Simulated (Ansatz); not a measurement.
Ideal-gas functions of `[F][GeH2][I]` at 800 K and 1 bar, from an Ansatz frequency run at PBE0-D4/def2-TZVP.

Molar mass 220.53 g/mol, point group Cs (symmetry number 1), electronic degeneracy 1, moments of inertia 42.268, 383.662, 419.137 u Å². Harmonic wavenumbers (cm⁻¹, unscaled): 155, 266, 502, 642, 702, 779, 847, 2184, 2202.

Use S(trans) = R[1.5 ln M + 2.5 ln T − 1.1517]; rotational temperatures θ = 24.2544 K / I; S(rot) = R[ln(√π/σ · √(T³/θAθBθC)) + 1.5]; for each mode x = 1.438777 ν̃/T, S = R[x/(eˣ − 1) − ln(1 − e⁻ˣ)] and H = RT x/(eˣ − 1); 1 cm⁻¹ = 0.0119627 kJ/mol; R = 8.31446 J/(mol·K).

**Question.** By hand: the entropy, in J/(mol·K).

**Answer.** Translation 196.7. Rotation: θ = 0.5738, 0.0632, 0.0579 K, giving 126.2. Vibration, mode by mode: 18.96, 14.52, 9.44, 7.57, 6.91, 6.16, 5.58, 0.82, 0.80, in all 70.8. Electronic 0.0. Sum 393.7 J/(mol·K).

**Question.** By hand: H − E and G − E in kJ/mol, counted from the electronic energy.

**Answer.** Zero-point energy ½ × 8279 × 0.0119627 = 49.5; thermal vibration 28.8; translation, rotation and pV give 4 RT = 26.6. H − E = 104.9 kJ/mol, and G − E = 104.9 − 800 × 393.7/1000 = -210.1 kJ/mol.

Vibration gives 18 % of the entropy.
